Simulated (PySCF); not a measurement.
**Effect of structural changes**

Computed, not measured: GIAO B3LYP/def2-SVP magnetisability, rotational g tensor and spin-rotation constants, non-relativistic, gas phase in PySCF. Geometry: GFN2-xTB.

Each molecule in one low-energy conformer.

The calculation is non-relativistic, which matters for the atoms heavier than Zn.

**Question.** How does the isotropic susceptibility change along this series?
- C[S][Ga]([CH3])[CH3] (one ligand: Me to SMe)
- [CH3][Ga]([CH3])[AsH2] (one ligand: NMe2 to AsH2)
- CC[N](CC)[Ga]([CH3])[CH3] (one ligand: NMe2 to NEt2)
- C[N](C)[Ga]([CH3])[CH3] (one ligand: Me to NMe2)

**Answer.** 
| molecule | χ, cgs (10⁻⁶ cm³/mol) | magnetisability anisotropy (10⁻³⁰ J/T²) |
| --- | --- | --- |
| C[S][Ga]([CH3])[CH3] | -85.4 | 157 |
| [CH3][Ga]([CH3])[AsH2] | -83.9 | 220 |
| CC[N](CC)[Ga]([CH3])[CH3] | -109.3 | 159 |
| C[N](C)[Ga]([CH3])[CH3] | -85.6 | 111 |

The isotropic susceptibility is lowest for CC[N](CC)[Ga]([CH3])[CH3] and highest for [CH3][Ga]([CH3])[AsH2].
